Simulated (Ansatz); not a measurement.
Reaction: H3GeOF (SMILES [OH][GeH2][F]) → H2GeOF (SMILES [O][GeH2][F], doublet) + H (doublet) (the H-O bond breaks)
Each species at its own B3LYP-D3(BJ)/def2-TZVP minimum (Ansatz, a quantum-chemistry and plane-wave program), one conformer.

Total energies in hartree (Ansatz). UHF or UKS for unpaired electrons; spin-orbit terms are left out. Correlated methods leave the cores frozen (noble-gas shells, and filled d and f shells in the p block). No relativity. Where a partner has so few electrons that a lower coupled-cluster level is exact, that level stands in.

| species | HF/cc-pVTZ | CCSD(T)/cc-pVTZ | HF/cc-pVQZ | CCSD(T)/cc-pVQZ | CCSD(T)/cc-pVDZ | CCSDT(Q)/cc-pVDZ |
|---|---|---|---|---|---|---|
| 1: H3GeOF (SMILES [OH][GeH2][F]) | -2251.58695 | -2252.24229 | -2251.60797 | -2252.31407 | -2251.94935 | -2251.95128 |
| 2: H2GeOF (SMILES [O][GeH2][F], doublet) | -2250.94618 | -2251.54632 | -2250.96667 | -2251.61508 | -2251.26465 | -2251.26663 |
| 3: H (doublet) | -0.49981 | -0.49981 | -0.49995 | -0.49995 | -0.49928 | -0.49928 |

**Question.** Work out the bond dissociation energy (electronic) in kJ/mol: take Hartree-Fock from cc-pVQZ, extrapolate the CCSD(T) correlation energy as X^-3 (X = 3, 4), and add CCSDT(Q) - CCSD(T) in cc-pVDZ. 1 hartree = 2625.5 kJ/mol.

**Answer.** 
Species 1: correlation (64·(-0.70610) - 27·(-0.65534))/37 = -0.74314; step -0.00193; E1 = -2251.60797 + (-0.74314) + (-0.00193) = -2252.35304
Species 2: correlation (64·(-0.64841) - 27·(-0.60014))/37 = -0.68363; step -0.00198; E2 = -2250.96667 + (-0.68363) + (-0.00198) = -2251.65228
Species 3: correlation (64·(0.00000) - 27·(0.00000))/37 = 0.00000; step +0.00000; E3 = -0.49995 + (0.00000) + (+0.00000) = -0.49995
-1·E1 +1·E2 +1·E3 = 0.20081 hartree = 527.2 kJ/mol.
